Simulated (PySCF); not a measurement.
# What a mistake does to a calculation on C2GeH7N

All numbers below are calculated, not measured. The program is PySCF 2.14.0, an open-source quantum chemistry code, run on an isolated molecule that a program drew, which may never have been made. The molecule is C2GeH7N (charge 0, singlet), drawn as the SMILES string `CC[NH][GeH]`.

Each row is a Hartree-Fock (HF) and frozen-core CCSD(T) single point in the cc-pVDZ basis, meant for a local HF minimum. Run 1 is clean. Each other run has one planted mistake out of seven kinds, and not every kind appears here: one electron removed, one electron added, multiplicity raised by two, geometry at a saddle point, minimal basis STO-3G, one bond length entered in bohr, all coordinates scaled. The reference is restricted for singlets and unrestricted otherwise, and also for a bond in bohr. Adding or removing an electron swaps singlet and doublet. Electrons count all cores. HOMO and LUMO are orbital energies over both spins, the gradient is its largest component, and the lowest frequency (negative if imaginary) is given only where the gradient is small. Bond lengths are over the 10 bonds as drawn. T1 is the CCSD diagnostic: over 0.02 (restricted) or 0.045 (unrestricted) a single reference is doubtful. Germanium has the cc-pVDZ-PP basis, with a core potential (ECP10MDF) in place of its 10 inner electrons, and its 3s, 3p and 3d shells are frozen in CCSD(T).

Geometry of the clean run:
```xyz
11
C2GeH7N, angstrom
C    -0.8478   -0.0963    1.1053
C    -1.3646   -1.0357    0.0279
N    -2.1095   -2.1748    0.5423
Ge   -2.5111   -2.6600    2.2484
H    -1.6639    0.3293    1.6934
H    -0.3025    0.7277    0.6401
H    -0.1673   -0.6056    1.7912
H    -0.5146   -1.3935   -0.5641
H    -2.0000   -0.4663   -0.6599
H    -2.4361   -2.7650   -0.1996
H    -3.2984   -3.9597    1.7742
```

| run | electrons | basis functions | <S^2> | HOMO (eV) | LUMO (eV) | gradient (hartree/bohr) | lowest frequency (cm^-1) | mean bond (Å) | longest bond (Å) | T1 | HF (hartree) | CCSD(T) (hartree) | mistake |
|---|---|---|---|---|---|---|---|---|---|---|---|---|---|
| 1 | 58 | 100 | 0.000 | -8.77 | 1.62 | 2.4e-05 | 87 | 1.2856 | 1.819 | 0.0170 | -427.63076 | -428.24787 | no fault |
| 2 | 58 | 100 | 2.033 | -5.79 | 0.19 | 1.3e-01 | - | 1.2856 | 1.819 | 0.0147 | -427.52986 | -428.10503 | multiplicity raised by two |
| 3 | 59 | 100 | 0.764 | 0.28 | 8.57 | 5.4e-02 | - | 1.2856 | 1.819 | 0.0131 | -427.59514 | -428.21359 | one electron added |
| 4 | 58 | 100 | 0.965 | -8.93 | 1.47 | 4.0e-02 | - | 1.4151 | 2.749 | 0.0350 | -427.49868 | -428.08285 | ? |

**Which mistake was planted in run 4, and what did it cost?**

The mean bond changes by a factor of 1.101 and the longest by 1.511, so the molecule wasn't scaled as a whole. A length L in bohr read as angstrom grows by (1/0.5292 - 1) L = 0.890 L. The 10 bonds together grew by 10 x 0.1295 = 1.295 Å, which gives L = 1.456 Å. That is bond C2-N3, 1.455 Å in the clean geometry. So the mistake is: one bond length entered in bohr. Subtracting run 1 and multiplying by 627.51 kcal/mol a hartree, the energy moved by 82.9 kcal/mol in HF and 103.6 kcal/mol in CCSD(T).

Cautions from the logs. Run 3: the HOMO is above zero, so the electron isn't bound and the energy depends on the basis.
